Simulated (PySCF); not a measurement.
**$^{29}$Si chemical shifts**

Computational details: shielding tensors at PBE0/pcSseg-1 (GIAO), geometry: GFN2-xTB, in PySCF (in vacuum, relativity neglected, a single conformation, one averaged value for each set of equivalent atoms).

Shieldings were converted by a linear fit to measured shifts: $^{29}$Si: δ = 279.94 − 0.822σ (rms 8.9 ppm, 72 shifts, 25.8 ppm with the 6 outliers that the fit left out vs TMS, solution or neat liquid). A few per cent of atoms miss by over 2 rms, more outside the fitted compound classes.

Q: Give the $^{29}$Si shifts of `CN(C)[Si@H]([SiH3])[SiH2][SiH3]`, `CO[SiH2]OC=O`, `N#CC1[SiH2]C[SiH2]1`, `C=C1[SiH2]O[SiH2]C=C[C@H]1O`, `C=C[Si@H](C=O)C(=C)O[SiH3]`, `O=C1C=CC[C@@H](C[SiH3])C1`, `[H]/N=C\[SiH2]C#C[SiH3]`.

A: 
| compound | environment | δ (ppm) |
| --- | --- | --- |
| [CH3:1][N:2]([CH3:3])[Si@H:4]([SiH3:5])[SiH2:6][SiH3:7] | Si4: silicon bonded to N, 2 Si, H | -29.4 |
| [CH3:1][N:2]([CH3:3])[Si@H:4]([SiH3:5])[SiH2:6][SiH3:7] | Si7: silicon bonded to Si, 3 H | -102.0 |
| [CH3:1][N:2]([CH3:3])[Si@H:4]([SiH3:5])[SiH2:6][SiH3:7] | Si6: silicon bonded to 2 Si, 2 H | -111.5 |
| [CH3:1][N:2]([CH3:3])[Si@H:4]([SiH3:5])[SiH2:6][SiH3:7] | Si5: silicon bonded to Si, 3 H | -114.4 |
| CO[SiH2]OC=O | silicon bonded to 2 O, 2 H | -28.1 |
| N#CC1[SiH2]C[SiH2]1 | silicon bonded to 2 C, 2 H, in a 4-membered ring (×2) | -27.1 |
| [CH2:1]=[C:2]1[SiH2:3][O:4][SiH2:5][CH:6]=[CH:7][C@H:8]1[OH:9] | Si3: silicon bonded to C, O, 2 H, in a 7-membered ring | -32.5 |
| [CH2:1]=[C:2]1[SiH2:3][O:4][SiH2:5][CH:6]=[CH:7][C@H:8]1[OH:9] | Si5: silicon bonded to C, O, 2 H, in a 7-membered ring | -33.1 |
| [CH2:1]=[CH:2][Si@H:3]([CH:4]=[O:5])[C:6](=[CH2:7])[O:8][SiH3:9] | Si3: silicon bonded to 3 C, H | -39.8 |
| [CH2:1]=[CH:2][Si@H:3]([CH:4]=[O:5])[C:6](=[CH2:7])[O:8][SiH3:9] | Si9: silicon bonded to O, 3 H | -43.7 |
| O=C1C=CC[C@@H](C[SiH3])C1 | silicon bonded to C, 3 H | -67.6 |
| [H]/[N:1]=[CH:2]\[SiH2:3][C:4]#[C:5][SiH3:6] | Si3: silicon bonded to 2 C, 2 H | -72.7 |
| [H]/[N:1]=[CH:2]\[SiH2:3][C:4]#[C:5][SiH3:6] | Si6: silicon bonded to C, 3 H | -88.5 |
